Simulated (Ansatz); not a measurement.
Mo₂P₂. Charge 0, multiplicity 5. Geometry r2SCAN-D4/def2-SVP.

```xyz
4

Mo   -0.646    0.417    0.845
Mo    0.646   -0.417   -0.845
P    -0.908    1.274   -1.323
P     0.908   -1.274    1.323
```

In the def2 sets Mo takes a core potential; there is no spin–orbit coupling. At PBE0-D4/def2-TZVP a triplet of charge 0 lies 0.79 eV below the quintet, each at its own geometry. The structure comes from a short search, and lower isomers may exist.

Task: Estimate the α-spin orbital energies around the gap (eV) in Ansatz with PBE-D4/def2-TZVP, r2SCAN-D4/def2-TZVP, B97M-V/def2-TZVP, CAM-B3LYP-D4/def2-TZVP, ωB97X-V/def2-TZVP.

Result: 
| orbital | PBE-D4/def2-TZVP | r2SCAN-D4/def2-TZVP | B97M-V/def2-TZVP | CAM-B3LYP-D4/def2-TZVP | ωB97X-V/def2-TZVP |
| --- | --- | --- | --- | --- | --- |
| HOMO−5 | -6.16 | -6.39 | -6.32 | -8.47 | -9.41 |
| HOMO−4 | -5.85 | -6.19 | -5.84 | -7.75 | -8.60 |
| HOMO−3 | -4.95 | -5.10 | -5.13 | -7.21 | -8.12 |
| HOMO−2 | -4.82 | -5.09 | -4.93 | -7.11 | -8.01 |
| HOMO−1 | -4.79 | -5.09 | -4.78 | -6.84 | -7.76 |
| HOMO | -4.63 | -4.91 | -4.76 | -6.20 | -6.99 |
| LUMO | -3.68 | -3.72 | -3.62 | -1.86 | -0.82 |
| LUMO+1 | -3.65 | -3.56 | -3.56 | -1.63 | -0.72 |
| LUMO+2 | -2.99 | -2.86 | -3.31 | -1.38 | -0.26 |
| LUMO+3 | -2.75 | -2.76 | -2.66 | -1.14 | -0.19 |
| LUMO+4 | -2.56 | -2.42 | -2.45 | -0.80 | 0.11 |
| LUMO+5 | -2.00 | -1.73 | -2.15 | -0.62 | 0.19 |
| β HOMO | -4.82 | -4.99 | -4.98 | -6.77 | -7.70 |
| β LUMO | -4.10 | -3.96 | -3.95 | -2.36 | -1.48 |
